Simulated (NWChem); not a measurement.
System: LiH₈O₄ cation; SMILES [OH2]->[Li+](<-[OH2])(<-[OH2])<-[OH2]

Excerpt of the output:

```
             Northwest Computational Chemistry Package (NWChem) 7.3.0
             --------------------------------------------------------

                             Geometry "geometry" -> ""
                             -------------------------

 Output coordinates in angstroms (scale by  1.889725989 to convert to a.u.)

  No.       Tag          Charge          X              Y              Z
 ---- ---------------- ---------- -------------- -------------- --------------
    1 Li                   3.0000    -0.04112900     0.00035500    -0.07447400
    2 O                    8.0000     1.73790100    -0.08605000     0.66981900
    3 H                    1.0000     2.63440600    -0.15780000     0.29536900
    4 H                    1.0000     1.86624800    -0.07189900     1.63647600
    5 O                    8.0000    -1.17982500     0.07535400     1.48590400
    6 H                    1.0000    -1.60237100     0.87750200     1.84427200
    7 H                    1.0000    -1.70168100    -0.66568700     1.84501200
    8 O                    8.0000    -0.19673600     1.65233300    -1.05907000
    9 H                    1.0000     0.53092100     2.29556700    -1.14436900
   10 H                    1.0000    -0.87494700     1.95857600    -1.68836700
   11 O                    8.0000    -0.36824400    -1.63895100    -1.03803500
   12 H                    1.0000    -1.03309200    -1.85060800    -1.71847800
   13 H                    1.0000     0.25484700    -2.38852000    -1.05689500

 Effective nuclear repulsion energy (a.u.)     162.4400684784

                                 NWChem DFT Module
                                 -----------------

 Summary of "ao basis" -> "ao basis" (spherical)
 ------------------------------------------------------------------------------
       Tag                 Description            Shells   Functions and Types
 ---------------- ------------------------------  ------  ---------------------
 Li                        def2-svpd                 6       12   3s3p
 O                         def2-svpd                 9       23   4s3p2d
 H                         def2-svpd                 4        8   2s2p

            General Information
            -------------------
          SCF calculation type: DFT
          Wavefunction type:  closed shell.
          No. of atoms     :    13
          No. of electrons :    42
           Alpha electrons :    21
            Beta electrons :    21
          Charge           :     1
          Spin multiplicity:     1
          Use of symmetry is: off; symmetry adaption is: off
          Maximum number of iterations: 150
          AO basis - number of functions:   168
                     number of shells:    74
          Convergence on energy requested:  1.00D-06
          Convergence on density requested:  1.00D-05
          Convergence on gradient requested:  5.00D-04

              XC Information
              --------------
                         B3LYP Method XC Potential
                     Hartree-Fock (Exact) Exchange  0.200
                        Slater Exchange Functional  0.800 local
                    Becke 1988 Exchange Functional  0.720 non-local
              Lee-Yang-Parr Correlation Functional  0.810
                  VWN I RPA Correlation Functional  0.190 local

             Grid Information
             ----------------
          Grid used for XC integration:  medium
          Radial quadrature: Mura-Knowles
          Angular quadrature: Lebedev.
          Tag              B.-S. Rad. Rad. Pts. Rad. Cut. Ang. Pts.
          ---              ---------- --------- --------- ---------
          Li                  1.45       49          11.0       434
          O                   0.60       49          11.0       434
          H                   0.35       45          12.0       434
          Grid pruning is: on
          Number of quadrature shells:   605
          Spatial weights used:  Erf1

      Superposition of Atomic Density Guess
      -------------------------------------

 Sum of atomic energies:        -310.19642443

 Renormalizing density from      43.00 to     42

      Non-variational initial energy
      ------------------------------

 Total energy =    -306.413058
 1-e energy   =    -728.907666
 2-e energy   =     260.054540
 HOMO         =      -0.801874
 LUMO         =      -0.230716

   convergence    iter        energy       DeltaE   RMS-Dens  Diis-err
 ---------------- ----- ----------------- --------- --------- ---------
 d= 0,ls=0.0,diis     1   -312.5845305104 -4.75D+02  1.84D-02  3.95D+00
 d= 0,ls=0.0,diis     2   -312.0076046849  5.77D-01  9.68D-03  1.01D+01
 d= 0,ls=0.0,diis     3   -312.9697222899 -9.62D-01  8.74D-04  3.16D-02
 d= 0,ls=0.0,diis     4   -312.9726241391 -2.90D-03  1.68D-04  1.39D-03
 d= 0,ls=0.0,diis     5   -312.9727612064 -1.37D-04  3.95D-05  6.82D-05
  Resetting Diis
 d= 0,ls=0.0,diis     6   -312.9727659319 -4.73D-06  1.44D-05  1.68D-05
 d= 0,ls=0.0,diis     7   -312.9727674714 -1.54D-06  1.91D-06  3.61D-08
 d= 0,ls=0.0,diis     8   -312.9727674721 -7.66D-10  7.29D-07  3.46D-08

         Total DFT energy =     -312.972767472120
      One electron energy =     -745.511799125182
           Coulomb energy =      309.084419640812
    Exchange-Corr. energy =      -38.985456466197
 Nuclear repulsion energy =      162.440068478447

 Numeric. integr. density =       42.000006063492

                       DFT Final Molecular Orbital Analysis
                       ------------------------------------

 Vector   19  Occ=2.000000D+00  E=-5.027804D-01
              MO Center=  1.7D+00, -5.1D-02,  6.3D-01, r^2= 1.0D+00
   Bfn.  Coefficient  Atom+Function         Bfn.  Coefficient  Atom+Function
  ----- ------------  ---------------      ----- ------------  ---------------
    18      0.624866   2 O  py               21      0.422737   2 O  py
    97     -0.093714   8 O  pz               24      0.064987   2 O  py
   100     -0.062573   8 O  pz                8      0.056130   1 Li py
   136      0.048758  11 O  pz               17      0.044567   2 O  px
    94     -0.042552   8 O  s               133      0.037906  11 O  s

 Vector   20  Occ=2.000000D+00  E=-4.993465D-01
              MO Center= -9.7D-01,  1.6D-01,  8.9D-01, r^2= 2.7D+00
   Bfn.  Coefficient  Atom+Function         Bfn.  Coefficient  Atom+Function
  ----- ------------  ---------------      ----- ------------  ---------------
    58      0.441524   5 O  pz               56      0.339499   5 O  px
    61      0.304283   5 O  pz               59      0.224566   5 O  px
    97      0.195517   8 O  pz              136      0.148798  11 O  pz
   100      0.131022   8 O  pz               95     -0.107483   8 O  px
    96      0.107357   8 O  py              134     -0.106860  11 O  px

 Vector   21  Occ=2.000000D+00  E=-4.986558D-01
              MO Center= -2.5D-01, -1.1D-01, -1.0D+00, r^2= 3.6D+00
   Bfn.  Coefficient  Atom+Function         Bfn.  Coefficient  Atom+Function
  ----- ------------  ---------------      ----- ------------  ---------------
   136     -0.314416  11 O  pz               97      0.304795   8 O  pz
   134      0.255801  11 O  px               96      0.252211   8 O  py
   135      0.226561  11 O  py              139     -0.210628  11 O  pz
   100      0.204375   8 O  pz               95     -0.178276   8 O  px
    99      0.174384   8 O  py              137      0.173219  11 O  px

 Vector   22  Occ=0.000000D+00  E=-1.701494D-01
              MO Center=  8.7D-02, -6.7D-03, -9.5D-02, r^2= 1.2D+01
   Bfn.  Coefficient  Atom+Function         Bfn.  Coefficient  Atom+Function
  ----- ------------  ---------------      ----- ------------  ---------------
     3      0.849729   1 Li s                 2     -0.421072   1 Li s
    16      0.254858   2 O  s                55      0.212472   5 O  s
    93     -0.174513   8 O  s               132     -0.174597  11 O  s
    15     -0.172656   2 O  s                54     -0.162768   5 O  s
    94      0.143748   8 O  s               133      0.141674  11 O  s

 Vector   23  Occ=0.000000D+00  E=-1.383686D-01
              MO Center= -1.4D-01,  6.7D-02, -1.1D+00, r^2= 1.3D+01
   Bfn.  Coefficient  Atom+Function         Bfn.  Coefficient  Atom+Function
  ----- ------------  ---------------      ----- ------------  ---------------
    11      0.756214   1 Li py                8      0.472532   1 Li py
    94     -0.422284   8 O  s               133      0.412390  11 O  s
   103     -0.273922   8 O  pz              142      0.268360  11 O  pz
   102      0.253271   8 O  py              141      0.231152  11 O  py
    93     -0.212243   8 O  s               132      0.202264  11 O  s

[...]

                         DFT ENERGY GRADIENTS

    atom               coordinates                        gradient
                 x          y          z           x          y          z
   1 Li     -0.077723   0.000671  -0.140735    0.000085  -0.000003   0.000110
   2 O       3.284157  -0.162611   1.265774   -0.012791   0.000777  -0.007132
   3 H       4.978305  -0.298199   0.558166    0.008580  -0.000685  -0.001763
   4 H       3.526697  -0.135869   3.092491    0.002467   0.000011   0.008078
   5 O      -2.229546   0.142398   2.807951    0.012164  -0.000814  -0.008045
   6 H      -3.028042   1.658238   3.485169   -0.005068   0.005991   0.003464
   7 H      -3.215711  -1.257966   3.486567   -0.005779  -0.005275   0.003471
   8 O      -0.371777   3.122457  -2.001352   -0.000626  -0.011418   0.009167
   9 H       1.003295   4.337993  -2.162544    0.005629   0.006074  -0.002079
  10 H      -1.653410   3.701172  -3.190551   -0.004911   0.003819  -0.006158
  11 O      -0.695880  -3.097168  -1.961602    0.000399   0.011571   0.008964
  12 H      -1.952261  -3.497142  -3.247453   -0.004908  -0.003114  -0.006512
  13 H       0.481591  -4.513648  -1.997242    0.004758  -0.006934  -0.001566
```

Level: B3LYP/def2-SVPD. The geometry was optimised at PBE-D3(BJ)/def2-SVP.

Q: Reconstruct the input file.

A: Several could match; the one computed here: the input that was run:
```
start job
memory heap 200 mb stack 900 mb global 1100 mb
charge 1
geometry units angstroms noautosym nocenter noautoz
  Li    -0.041129     0.000355    -0.074474
  O      1.737901    -0.086050     0.669819
  H      2.634406    -0.157800     0.295369
  H      1.866248    -0.071899     1.636476
  O     -1.179825     0.075354     1.485904
  H     -1.602371     0.877502     1.844272
  H     -1.701681    -0.665687     1.845012
  O     -0.196736     1.652333    -1.059070
  H      0.530921     2.295567    -1.144369
  H     -0.874947     1.958576    -1.688367
  O     -0.368244    -1.638951    -1.038035
  H     -1.033092    -1.850608    -1.718478
  H      0.254847    -2.388520    -1.056895
end
basis spherical
  Li library def2-svpd
  O library def2-svpd
  H library def2-svpd
end
dft
  xc b3lyp
  iterations 150
end
task dft gradient
```
